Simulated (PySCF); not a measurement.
An unknown is described by computed data only.

Elements present: C, F, H and Si. Monoisotopic mass: 164.0309 u.

- 1H NMR: chemical shifts (computed TMS as zero) by class: 5.56 (1 H), 4.01 (1 H), 3.91 (1 H), 3.87 (1 H), 3.80 (1 H), 2.34 (1 H), 2.13 (1 H), 1.82 (1 H), 1.81 (1 H), 1.71 (1 H), 0.24 (3 H) ppm [GIAO PBE0/pcSseg-1]
- Dipole: 1.29 D [PBE0/pcSseg-1]
- Rotational structure: rotational constants A, B, C: 1.680, 0.690, 0.544 GHz [GFN2-xTB]
- NMR, other nuclei: isotropic shieldings of nuclei other than C and H, by class: 341 (1 F), 320 (1 Si), 422 (1 Si), 431 (1 Si) ppm [GIAO PBE0/pcSseg-1]
- 13C NMR: chemical shifts (computed TMS as zero) by class: 25.9 (1 C), 23.4 (1 C), 21.7 (1 C), -8.2 (1 C) ppm [GIAO PBE0/pcSseg-1]

Gas-phase values; electronic properties from PySCF, density fitting. Levels stand in brackets. One conformer (not necessarily the lowest) at the GFN2-xTB geometry, without solvent, vibrations or thermal averaging. NMR values are class means; diastereotopic atoms form classes of their own.

Question: Which formula fits the mass and the elements?

Answer: C4H13FSi3 (calculated 164.0309). No other formula that holds each of these elements comes within 0.0003 u with a fitting electron parity and a possible valence count.

Question: Propose a structure and show how it fits.

Answer: Numbering: `[CH3:1][SiH2:2][SiH2:3][C@@H:4]1[CH2:5][CH2:6][Si@H:7]1[F:8]`. Its formula, C4H13FSi3, gives 1 degree of unsaturation: 1 ring and 0 π bonds in the structure found. 4 carbons fall into 4 classes; from least to most shielded: ring sp3 carbon bound to silicon [C6] (25.9 ppm), four-membered-ring carbon [C5] (23.4 ppm), ring sp3 carbon bound to silicon [C4] (21.7 ppm), Si-methyl carbon [C1] (-8.2 ppm). Hydrogen classes from least to most shielded: 1 H on a fluorine-bound silicon, Si7 (5.56 ppm), 1 H on an SiH2 silicon, Si3 (4.01 ppm), 1 H on an SiH2 silicon, Si2 (3.91 ppm), 1 H on an SiH2 silicon, Si2 (3.87 ppm), 1 H on an SiH2 silicon, Si3 (3.80 ppm), 1 H on a four-membered-ring carbon, C5 (2.34 ppm), 1 H on an sp3 carbon bound to silicon, C6 (2.13 ppm), 1 H on an sp3 carbon bound to silicon, C4 (1.82 ppm), 1 H on an sp3 carbon bound to silicon, C6 (1.81 ppm), 1 H on a four-membered-ring carbon, C5 (1.71 ppm), 3 H on an Si-methyl carbon, C1 (0.24 ppm). The other shieldings belong to: 341 ppm, silicon-bound fluorine [F8]; 320 ppm, fluorine-bound silicon [Si7]; 422 ppm, SiH2 silicon [Si3]; 431 ppm, SiH2 silicon [Si2]. The optimised geometry has point group C1 and is an asymmetric top. Structure: `C[SiH2][SiH2][C@@H]1CC[Si@H]1F`. Computed isomers that give other values at the same levels: `F[C@H]1C[C@@H]([SiH]([SiH3])[SiH3])C1` (13C chemical shifts (computed TMS as zero) by class: 88.4 (1 C), 39.3 (2 C), 8.5 (1 C) ppm); `FC[Si@@H]1C[C@H](C[SiH3])[SiH2]1` (13C chemical shifts (computed TMS as zero) by class: 80.0 (1 C), 25.0 (1 C), 22.1 (1 C), 21.2 (1 C) ppm); `C[SiH2][SiH2]/C(=C/F)[SiH2]C` (13C chemical shifts (computed TMS as zero) by class: 168.1 (1 C), 106.7 (1 C), -5.9 (1 C), -9.4 (1 C) ppm). The assignments are read from this structure; whether some other isomer fits the data as well wasn't checked. The mirror image fits equally.

Shape of the structure used: `[CH3:1][SiH2:2][SiH2:3][C@@H:4]1[CH2:5][CH2:6][Si@H:7]1[F:8]`: C1–Si2–Si3–C4 -90°, Si2–Si3–C4–C5 175°.
